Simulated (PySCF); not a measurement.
C₇H₉NS.
Structure used (PBE0-D3(BJ)/def2-SVP), in Å, numbered top down from 1:
```xyz
18
C7H9NS angstrom
C      1.4159    2.7008   -0.4834
C      1.0213    1.5711   -0.6746
C      0.5837    0.1959   -0.8905
C     -0.6042   -0.2047   -0.0064
C     -0.7779    0.3331    1.2038
C     -1.5157   -1.2333   -0.5940
C      1.7214   -0.8160   -0.6782
N      2.6385   -0.4445    0.2167
S      1.7555   -2.2626   -1.4701
H      1.7478    3.7119   -0.3353
H      0.2828    0.0855   -1.9440
H     -0.1084    1.1041    1.5932
H     -1.6142    0.0246    1.8360
H     -2.2737   -1.5579    0.1316
H     -0.9404   -2.1076   -0.9373
H     -2.0320   -0.8244   -1.4793
H      3.3970   -1.0804    0.4270
H      2.6202    0.4829    0.6269
```

Computed with PySCF at CAM-B3LYP/def2-SVPD, non-relativistic, on one gas-phase PBE0-D3(BJ)/def2-SVP geometry that isn't relaxed in the solvent. The solvent is an IEF-PCM continuum (Bondi radii, 1.10 Å for H, scaled by 1.2). Specific hydrogen bonds and non-electrostatic terms are outside this model.

Gas phase at CAM-B3LYP/def2-SVPD: HOMO -7.54 eV, LUMO -0.19 eV, dipole 3.78 D.

Task: What does the continuum do to the energy, the frontier levels and the dipole at CAM-B3LYP/def2-SVPD in cyclohexane and chloroform?

Result: 
```csv
solvent,ε,E(solvent) − E(gas) (kcal/mol),polarisation term (kcal/mol),distortion of the solute (kcal/mol),HOMO (eV),LUMO (eV),dipole (D)
cyclohexane,2.017,-3.55,-3.86,0.31,-7.62,-0.20,4.43
chloroform,4.711,-6.57,-7.65,1.08,-7.72,-0.23,5.01
```

The first energy column is the sum of the next two and covers electrostatics alone. From cyclohexane to chloroform the lowering changes by a factor 1.85, Onsager's factor (ε − 1)/(2ε + 1) by 1.76 and ε itself by 2.3.

Task: Which radius a makes the point-dipole formula ΔE = −[(ε − 1)/(2ε + 1)]·μ²/a³ give the value in chloroform, with the gas-phase dipole?

Result: μ = 1.489 au and |ΔE| = 0.01046 Eh give a = 2.24 Å; the farthest nucleus lies 3.97 Å from the centroid of the nuclei, so such a sphere wouldn't even hold the nuclei. The formula assumes a rigid point dipole at the centre of a sphere.

Task: Give the dipole vector in the frame of the coordinates (D, pointing from negative to positive charge), gas and chloroform.

Result: Gas (0.43, 3.02, 2.24), solvent (0.60, 3.99, 2.98). Its length changes by +32 % and its direction by less than 1°.

Task: How does the static polarisability (CAM-B3LYP/def2-SVPD, frozen core, with the continuum's full static response) change?

Result: 
| medium | isotropic (au) | principal values (au) | ⟨r²⟩ of the electrons (bohr²) |
| --- | --- | --- | --- |
| gas | 112.6 | 90.3, 105.7, 141.7 | 1458.8 |
| cyclohexane | 128.3 | 102.4, 118.4, 164.1 | 1458.8 |
| chloroform | 143.7 | 115.6, 130.4, 185.1 | 1458.7 |

The isotropic value in chloroform is 1.28 times the gas-phase one; no cavity-field correction is applied. ⟨r²⟩ is taken about the centre of nuclear charge.

Rough CPU time on one thread of a shared machine: about 1.7 min. This is the whole response run at CAM-B3LYP/def2-SVPD in chloroform, SCF included.
